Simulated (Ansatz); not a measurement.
Redistribution: C3H7Br + CH2Br2 → C3H8 + CHBr3

Gas-phase species: C3H7Br (2-bromopropane) `CC(C)Br`, singlet; CH2Br2 (dibromomethane) `BrCBr`, singlet; C3H8 (propane) `CCC`, singlet; CHBr3 (bromoform) `BrC(Br)Br`, singlet. The partners trade Br for H; both sit on C, so the bond types are kept.

Shapes, held fixed at every level: PBE0-D4/def2-TZVP. Programs: Ansatz 0.2.0. The zero-point and thermal change to 298 K, harmonic and unscaled (PBE0-D4/def2-TZVP), is -1.3 kJ/mol.

**Question.** Estimate ΔH(298 K) of this reaction.

**Answer.** The highest level, CCSD(T)/def2-TZVPP, gives ΔH(298 K) = +43.1 kJ/mol; the levels span +36.7 to +56.4. The column of differences is taken from that level and isn't an error. No measured value is set beside it here. Relativity is left out for Br. Outer-core shells of Br are correlated, in sets that cover them unevenly. Times are processor times on shared x86 and Arm servers, and rough.

```csv
level,kind,ΔH(298 K) (kJ/mol),less CCSD(T)/def2-TZVPP,CPU time (sum over the molecules)
HF/def2-TZVPP,Hartree–Fock,+56.4,+13.3,–
SPW92/def2-TZVPP,LDA,+36.7,-6.4,15 s
r2SCAN-D4/def2-TZVPP,meta-GGA,+41.9,-1.2,65 s
B3LYP-D4/def2-TZVPP,global hybrid,+40.0,-3.1,57 s
BHLYP-D4/def2-TZVPP,global hybrid,+44.8,+1.7,40 s
PBE0-D4/def2-TZVPP,global hybrid,+40.9,-2.2,37 s
wB97M-V/def2-TZVPP,range-separated hybrid,+42.2,-0.9,2.5 min
CCSD(T)/def2-TZVPP,coupled cluster or CI,+43.1,0.0,–
```
